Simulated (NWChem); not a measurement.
System: CHCl, singlet; SMILES [CH]Cl

Input file for NWChem:

```
start job
memory heap 200 mb stack 900 mb global 1100 mb
geometry units angstroms noautoz
  C      0.150000     1.200207     0.000000
  Cl    -0.013346    -0.519196     0.000000
  H     -0.918878     1.524877     0.000000
end
basis spherical
  * library def2-svp
end
dft
  xc xpbe96 cpbe96
  iterations 150
end
tddft
  cis
  nroots 6
  notriplet
end
task tddft energy
```

Excerpt of the output:

```
             Northwest Computational Chemistry Package (NWChem) 7.3.0
             --------------------------------------------------------

 CS  symmetry detected

                             Geometry "geometry" -> ""
                             -------------------------

 Output coordinates in angstroms (scale by  1.889725989 to convert to a.u.)

  No.       Tag          Charge          X              Y              Z
 ---- ---------------- ---------- -------------- -------------- --------------
    1 C                    6.0000     0.11653924     1.20939355     0.00000000
    2 Cl                  17.0000     0.01553854    -0.51479537     0.00000000
    3 H                    1.0000    -0.96339055     1.49515997     0.00000000

 Effective nuclear repulsion energy (a.u.)      38.1177207001

      Symmetry information
      --------------------

 Group name             Cs
 Group number              2
 Group order               2
 No. of unique centers     3

  pbe96 is a nonlocal functional; adding pw91lda local functional.

                                 NWChem DFT Module
                                 -----------------

 Summary of "ao basis" -> "ao basis" (spherical)
 ------------------------------------------------------------------------------
       Tag                 Description            Shells   Functions and Types
 ---------------- ------------------------------  ------  ---------------------
 C                          def2-svp                 6       14   3s2p1d
 Cl                         def2-svp                 8       18   4s3p1d
 H                          def2-svp                 3        5   2s1p

      Symmetry analysis of basis
      --------------------------

        a'         27
        a"         10

            General Information
            -------------------
          SCF calculation type: DFT
          Wavefunction type:  closed shell.
          No. of atoms     :     3
          No. of electrons :    24
           Alpha electrons :    12
            Beta electrons :    12
          Charge           :     0
          Spin multiplicity:     1
          Use of symmetry is: off; symmetry adaption is: on
          Maximum number of iterations: 150
          AO basis - number of functions:    37
                     number of shells:    17
          Convergence on energy requested:  1.00D-06
          Convergence on density requested:  1.00D-05
          Convergence on gradient requested:  5.00D-04

              XC Information
              --------------
          PerdewBurkeErnzerhof Exchange Functional  1.000
            Perdew 1991 LDA Correlation Functional  1.000 local
           PerdewBurkeErnz. Correlation Functional  1.000 non-local

             Grid Information
             ----------------
          Grid used for XC integration:  medium
          Radial quadrature: Mura-Knowles
          Angular quadrature: Lebedev.
          Tag              B.-S. Rad. Rad. Pts. Rad. Cut. Ang. Pts.
          ---              ---------- --------- --------- ---------
          C                   0.70       49           6.0       434
          Cl                  1.00       88           8.0       590
          H                   0.35       45           7.0       434
          Grid pruning is: on
          Number of quadrature shells:   182
          Spatial weights used:  Erf1

      Superposition of Atomic Density Guess
      -------------------------------------

 Sum of atomic energies:        -497.44760874

      Non-variational initial energy
      ------------------------------

 Total energy =    -497.724537
 1-e energy   =    -761.515069
 2-e energy   =     225.672811
 HOMO         =      -0.221327
 LUMO         =      -0.085989

      Symmetry analysis of molecular orbitals - initial
      -------------------------------------------------

  Numbering of irreducible representations:

     1 a'          2 a"

  Orbital symmetries:

[...]

                                NWChem TDDFT Module
                                -------------------

            General Information
            -------------------
           No. of orbitals :      74
            Alpha orbitals :      37
             Beta orbitals :      37
        Alpha frozen cores :       0
         Beta frozen cores :       0
     Alpha frozen virtuals :       0
      Beta frozen virtuals :       0
         Spin multiplicity :       1
    Number of AO functions :      37
        Use of symmetry is : off
      Symmetry adaption is : on
         Schwarz screening :  0.10D-07

              XC Information
              --------------
   PerdewBurkeErnzerhof Exchange Functional   1.00
     Perdew 1991 LDA Correlation Functional   1.00 local
    PerdewBurkeErnz. Correlation Functional   1.00 non-local

             TDDFT Information
             -----------------
          Calculation type : Tamm-Dancoff TDDFT
         Wavefunction type : Restricted singlets
          No. of electrons :      24
           Alpha electrons :      12
            Beta electrons :      12
              No. of roots :       6
          Max subspacesize :    5200
            Max iterations :     100
               Target root :       1
           Target symmetry : none
      Symmetry restriction : off
                 Algorithm : Optimal
        Davidson threshold :  0.10D-03

    6 smallest eigenvalue differences (eV)
--------------------------------------------------------
  No. Spin  Occ  Vir  Irrep   E(Occ)    E(Vir)   E(Diff)
--------------------------------------------------------
    1    1   12   13 a"       -0.200    -0.160     1.105
    2    1   11   13 a"       -0.323    -0.160     4.456
    3    1   10   13 a'       -0.349    -0.160     5.163
    4    1   12   14 a'       -0.200     0.018     5.947
    5    1    9   13 a"       -0.403    -0.160     6.635
    6    1   12   15 a'       -0.200     0.070     7.339
--------------------------------------------------------

  Entering Davidson iterations
  Restricted singlet excited states

  Iter   NTrls   NConv    DeltaV     DeltaE      Time
  ----  ------  ------  ---------  ---------  ---------
    1      6       0     0.23E+00   0.10+100        0.8
    2     12       0     0.15E+00   0.28E-01        0.8
    3     18       1     0.14E-01   0.24E-01        0.8
    4     23       3     0.14E-02   0.18E-03        0.7
    5     26       6     0.67E-04   0.16E-05        0.6
  ----  ------  ------  ---------  ---------  ---------
  Convergence criterion met

  Ground state a'       -498.345931964072 a.u.

  ----------------------------------------------------------------------------
  Root   1 singlet a"             0.069621908 a.u.                1.8945 eV
  ----------------------------------------------------------------------------
     Transition Moments    X  0.00000   Y -0.00000   Z -0.37136
     Dipole Oscillator Strength                    0.0064008751
     Electric Quadrupole                           0.0000000046
     Magnetic Dipole                               0.0000010650
     Total Oscillator Strength                     0.0064019447

     Occ.    8  a'  ---  Virt.   13  a"      -0.07079
     Occ.   11  a'  ---  Virt.   13  a"      -0.13077
     Occ.   12  a'  ---  Virt.   13  a"       0.98790
  ----------------------------------------------------------------------------
  Root   2 singlet a"             0.179711748 a.u.                4.8902 eV
  ----------------------------------------------------------------------------
     Transition Moments    X -0.00000   Y  0.00000   Z -0.27383
     Dipole Oscillator Strength                    0.0089833041
     Electric Quadrupole                           0.0000000520
     Magnetic Dipole                               0.0000010277
     Total Oscillator Strength                     0.0089843838

     Occ.    8  a'  ---  Virt.   13  a"      -0.08076
     Occ.   11  a'  ---  Virt.   13  a"       0.98735
     Occ.   12  a'  ---  Virt.   13  a"       0.12320
  ----------------------------------------------------------------------------
  Root   3 singlet a'             0.228811746 a.u.                6.2263 eV
  ----------------------------------------------------------------------------
     Transition Moments    X -0.23762   Y  0.14548   Z  0.00000
     Dipole Oscillator Strength                    0.0118414559
     Electric Quadrupole                           0.0000000902
     Magnetic Dipole                               0.0000000555
     Total Oscillator Strength                     0.0118416016

     Occ.   10  a"  ---  Virt.   13  a"      -0.53278
     Occ.   11  a'  ---  Virt.   14  a'      -0.05909
     Occ.   12  a'  ---  Virt.   14  a'      -0.83472
     Occ.   12  a'  ---  Virt.   15  a'       0.09943
  ----------------------------------------------------------------------------
  Root   4 singlet a"             0.255134423 a.u.                6.9426 eV
  ----------------------------------------------------------------------------
     Transition Moments    X -0.00000   Y -0.00000   Z  0.02048
     Dipole Oscillator Strength                    0.0000713204
     Electric Quadrupole                           0.0000000996
     Magnetic Dipole                               0.0000038207
     Total Oscillator Strength                     0.0000752407

     Occ.    9  a'  ---  Virt.   13  a"      -0.99826
  ----------------------------------------------------------------------------
  Root   5 singlet a'             0.267239683 a.u.                7.2720 eV
  ----------------------------------------------------------------------------
     Transition Moments    X  0.33900   Y  0.77105   Z  0.00000
     Dipole Oscillator Strength                    0.1263932752
     Electric Quadrupole                           0.0000002244
     Magnetic Dipole                               0.0000003760
     Total Oscillator Strength                     0.1263938756

[...]
```

Level: PBE/def2-SVP, TDA. Low-valent species are run as closed-shell singlets; no triplet was tried in these runs. All runs use the structure optimised with B3LYP/6-31G* (spherical d).
